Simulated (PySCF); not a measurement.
S8, SMILES S1SSSSSSS1.

Geometry: B3LYP-D3(BJ)/def2-SVP.

Method: PySCF with HF/def2-TZVP.

Symmetry labels are those of the subgroup Cs that the program uses (full group Cs).

Problem. List the valence orbital energies around the gap with their symmetry. (An estimate is asked for; the answer gives what the named calculation found.)

Solution. 
| orbital | symmetry | energy (eV) |
|---|---|---|
| HOMO−7 | A" | -12.15 |
| HOMO−6 | A' | -11.85 |
| HOMO−5 | A' | -11.05 |
| HOMO−4 | A" | -10.82 |
| HOMO−3 | A' | -10.67 |
| HOMO−2 | A' | -10.30 |
| HOMO−1 | A' | -10.17 |
| HOMO | A" | -9.27 |
| LUMO | A" | 1.29 |
| LUMO+1 | A' | 1.33 |
| LUMO+2 | A" | 1.75 |
| LUMO+3 | A' | 1.80 |
